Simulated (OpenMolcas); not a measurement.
## Ru5+ in a point-charge field

Ru5+ among 4 point charges of -2 e arranged as a tetrahedron (Td), 1.78 Å from the ion.
```
   1.0277    1.0277    1.0277  -2.00
   1.0277   -1.0277   -1.0277  -2.00
  -1.0277    1.0277   -1.0277  -2.00
  -1.0277   -1.0277    1.0277  -2.00
```

- Program: OpenMolcas 26.06
- Method: SS-CASPT2, IPEA 0.25 Eh, imaginary shift 0.1 Eh (closed shells correlated: 4s 4p)
- Basis: ANO-RCC-VDZP [6s5p3d1f]
- Scalar Hamiltonian: DKH2, point nucleus
- Active space: 3 electrons in 5 orbitals (4d)
- State averaging: 2S+1 = 4 even, 10 roots; 2S+1 = 2 even, 40 roots
- Spin-orbit coupling: state interaction with AMFI integrals over the reference wave functions

The lowest spin-free states (labels of Td), above the lowest:

```
State  Degeneracy  E (cm-1)  Free-ion L (%)
  4T1           3         0          F (99)
  4T2           3      3200         F (100)
  4A2           1      8130         F (100)
   2E           2     13750          G (63)
  4T1           3     15250          P (99)
  2T2           3     15510          G (90)
  2T1           3     15970          G (76)
  2A1           1     17810         G (100)
  2T1           3     19480          P (67)
  2T2           3     21670          H (74)
  2T1           3     22370          H (82)
   2E           2     23580          H (74)
  2T2           3     24610          D (76)
   2E           2     24750          D (71)
  2T1           3     25700          H (62)
  2T2           3     34270          F (98)
  2T1           3     34650          F (96)
  2A2           1     35130         F (100)
  2T2           3     53500          D (98)
   2E           2     53780         D (100)
```

The lowest levels with spin-orbit coupling:

```
E (cm-1)  Degeneracy  Label      2S+1               g
       0           4     Γ8         4                
     830           2     Γ7         4  1.76 1.76 1.76
    2120           4     Γ8         4                
    3450           2     Γ6         4  2.31 2.31 2.31
    4780           4     Γ8         4                
    4810           2     Γ7         4  3.72 3.72 3.72
    5820           2     Γ6         4  0.35 0.35 0.35
    6260           4     Γ8         4                
   10510           4     Γ8         4                
   14940           4     Γ8  2 (77 %)                
   15730           2     Γ6  4 (90 %)  2.55 2.55 2.55
   16050           4     Γ8  4 (62 %)                
   16720           2     Γ7         2  2.23 2.23 2.23
   17230           2     Γ6         2  0.17 0.17 0.17
   17670           4     Γ8  2 (89 %)                
   17950           2     Γ7         4  2.51 2.51 2.51
   17970           4     Γ8  4 (89 %)                
   19280           4     Γ8         2                
   19370           2     Γ6         2  1.61 1.61 1.61
   21920           2     Γ6         2  1.39 1.39 1.39
```

Powder χT (cm3 K/mol): 0.124 at 2 K, 0.127 at 10 K, 0.145 at 50 K, 0.166 at 100 K, 0.211 at 200 K, 0.258 at 300 K. The effective moment at 300 K is 2.828 √(χT) = 1.44 μB.

The lowest level has 2S+1 = 4, for which the spin-only value is χT = S(S+1) / 2 = 1.875 cm3 K/mol (g = 2). The computed 0.258 at 300 K differs by -1.617, through orbital momentum, spin-orbit coupling and any other state in reach. With a threefold ground state the orbital momentum is unquenched, so the spin-only value is not expected to hold.

Roots that are degenerate in the reference are averaged as groups; the widest CASPT2 spread within a group is 120 cm-1 (the 3-fold group of multiplicity 4 near 3200 cm-1 above the lowest state of its run). Shifts and gaps below about the spread of the groups concerned are not significant. An orbital triplet at a regular site is open to Jahn-Teller coupling, which can distort the site and quench the lowest spin-orbit gaps and is left out. Point charges give a weaker field than real ligands, and real ions of this kind are as a rule low spin; the high spin found here belongs to the model. Free-ion shares, where given, are those of the reference states; single-state CASPT2 does not remix them. Point charges carry no covalency, so the field is a model and not that of real ligands. No measured value stands beside these numbers.
